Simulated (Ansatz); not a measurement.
This singlet lies 1.81 eV below the relaxed triplet at the level composite: frozen-core CCSD(T) with HF/cc-pVQZ and the correlation energy extrapolated as X^-3 from cc-pVTZ and cc-pVQZ, plus CCSDT(Q) minus CCSD(T) in cc-pVDZ // PBE0-D3(BJ)/def2-TZVP (Ansatz, an electronic-structure program).

These are PBE0-D3(BJ)/def2-TZVP in Ansatz values and carry that method's errors. No frequencies were computed at this level.

Ansatz 0.2 input:
```yaml
crystal:
  periodic: [false, false, false]
  atoms:
    - { symbol: N, position_ang: [-0.56639, -0.061007, 0.007067] }
    - { symbol: Si, position_ang: [0.991016, -0.743832, 0.212178] }
    - { symbol: H, position_ang: [-1.412214, -0.59028, 0.133011] }
    - { symbol: H, position_ang: [-0.76861, 0.895554, -0.248549] }
    - { symbol: H, position_ang: [1.756197, 0.499566, -0.103706] }
basis:
  gaussian: { orbitals: def2-tzvp }
hamiltonian:
  xc: pbe0
  dispersion: d3bj
relax:
  max_steps: 150
```

Output:

```
Functional definition: PBE0
555 factors; their error is unknown
mean field evaluation 1: about -9405.2381 eV, gradient 5.8e1 eV
mean field evaluation 2: about -9386.1438 eV, gradient 9.8e1 eV
mean field evaluation 4: about -9411.5584 eV, gradient 2.9e0 eV
mean field evaluation 8: about -9411.6147 eV, gradient 3.7e-2 eV
mean field -9411.61468043 eV, -345.8704600842 hartree, gradient 2.3e-5 eV, S^2 0.000000; 0 other end points of the search recorded, 0 dependent functions left out
reference -9411.61470404 eV, -345.8704609517 hartree; 12, 12 occupied and 74, 74 virtual orbitals, 555 factors
relax step   1: F+E_penalty+E_count = -9411.67267801 eV  Δ(F+E_penalty+E_count) = +0.000e0 eV  max|allowed force component| = 6.380e-1 eV/Å  Δτ_max = 0.0000 Å  (24 SCF iters, accepted)
these checks for a lower state are left out or cut short: starts, cluster_reference, orbital_swaps, neighbouring_geometries, increment
555 factors; their error is unknown
mean field evaluation 16: about -9411.5888 eV, gradient 1.6e0 eV
mean field -9411.62984368 eV, -345.8710173235 hartree, gradient 9.0e-6 eV, S^2 0.000000; 0 other end points of the search recorded, 0 dependent functions left out
reference -9411.62986730 eV, -345.8710181915 hartree; 12, 12 occupied and 74, 74 virtual orbitals, 555 factors
relax step   2: F+E_penalty+E_count = -9411.68796973 eV  Δ(F+E_penalty+E_count) = -1.529e-2 eV  max|allowed force component| = 1.595e-1 eV/Å  Δτ_max = 0.0426 Å  (29 SCF iters, accepted)
these checks for a lower state are left out or cut short: starts, cluster_reference, orbital_swaps, neighbouring_geometries, increment
555 factors; their error is unknown
mean field -9411.63149203 eV, -345.8710778991 hartree, gradient 8.9e-6 eV, S^2 0.000000; 0 other end points of the search recorded, 0 dependent functions left out
reference -9411.63151565 eV, -345.8710787672 hartree; 12, 12 occupied and 74, 74 virtual orbitals, 555 factors
relax step   3: F+E_penalty+E_count = -9411.68959852 eV  Δ(F+E_penalty+E_count) = -1.629e-3 eV  max|allowed force component| = 6.969e-2 eV/Å  Δτ_max = 0.0127 Å  (29 SCF iters, accepted)
these checks for a lower state are left out or cut short: starts, cluster_reference, orbital_swaps, neighbouring_geometries, increment
555 factors; their error is unknown
mean field evaluation 32: about -9411.6317 eV, gradient 2.0e-1 eV
mean field -9411.63172135 eV, -345.8710863264 hartree, gradient 8.9e-6 eV, S^2 0.000000; 0 other end points of the search recorded, 0 dependent functions left out
reference -9411.63174498 eV, -345.8710871947 hartree; 12, 12 occupied and 74, 74 virtual orbitals, 555 factors
relax step   4: F+E_penalty+E_count = -9411.68982643 eV  Δ(F+E_penalty+E_count) = -2.279e-4 eV  max|allowed force component| = 2.311e-2 eV/Å  Δτ_max = 0.0060 Å  (29 SCF iters, accepted)
these checks for a lower state are left out or cut short: starts, cluster_reference, orbital_swaps, neighbouring_geometries, increment
555 factors; their error is unknown
mean field -9411.63174215 eV, -345.8710870909 hartree, gradient 1.7e-5 eV, S^2 0.000000; 0 other end points of the search recorded, 0 dependent functions left out
reference -9411.63176578 eV, -345.8710879592 hartree; 12, 12 occupied and 74, 74 virtual orbitals, 555 factors
relax step   5: F+E_penalty+E_count = -9411.68984709 eV  Δ(F+E_penalty+E_count) = -2.066e-5 eV  max|allowed force component| = 1.106e-3 eV/Å  Δτ_max = 0.0016 Å  (20 SCF iters, accepted)
555 factors; their error is unknown
mean field -9411.63174215 eV, -345.8710870909 hartree, gradient 1.6e-5 eV, S^2 0.000000; 1 other end points of the search recorded, 0 dependent functions left out
reference -9411.63176578 eV, -345.8710879592 hartree; 12, 12 occupied and 74, 74 virtual orbitals, 555 factors
Total energy: -9411.68987072 eV, -345.8732232763 hartree
Atom 0 at    -0.560408    -0.060571     0.006957 Å, force    -0.000653     0.000700     0.000073 eV/Å
Atom 1 at     0.978826    -0.767570     0.218338 Å, force     0.001106    -0.000678    -0.000278 eV/Å
Atom 2 at    -1.408546    -0.590915     0.133202 Å, force    -0.000535    -0.000352     0.000346 eV/Å
Atom 3 at    -0.747045     0.896494    -0.248352 Å, force     0.000244     0.000150    -0.000471 eV/Å
Atom 4 at     1.737172     0.522564    -0.110144 Å, force    -0.000162     0.000180     0.000329 eV/Å
Dipole moment:    -0.384559     0.209100    -0.061279 e Å
```

Cost: roughly 5 core-seconds.
